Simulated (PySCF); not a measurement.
## Hf⁺ (hafnium, charge +1) across methods

[Xe] 4f14 5d2 6s1, high-spin 4F determinant (an excited configuration). Calculation: PySCF 2.14, in aug-cc-pwCVTZ-PP with ECP60MDF (8s8p7d4f3g, 122 functions); scalar relativity through the core potential.

```
 method  E (hartree)  mean ε 5p β (eV)  mean ε 6s α (eV)  mean ε 5d α (eV)  Σ⟨r²⟩ (bohr²)   ⟨S²⟩
    LDA     -48.0376           -41.004           -11.635           -10.161          39.53  3.750
 r2SCAN     -48.2124           -41.869           -11.492           -10.548          39.30  3.752
  HSE06     -48.1771           -42.764           -11.688           -10.984          39.33  3.751
    PBE     -48.2018           -41.064           -11.389           -10.243          39.42  3.751
    UHF    -47.74305           -48.479           -13.546           -14.346          39.82  3.755
   PBE0     -48.1761           -43.171           -12.035           -11.392          39.30  3.751
wB97X-V     -48.1513           -45.839           -13.688           -13.403          39.33  3.752
```

Energies and moments cover only the electrons outside the core potential. Spin-orbit coupling, absent here, splits the open shell strongly.
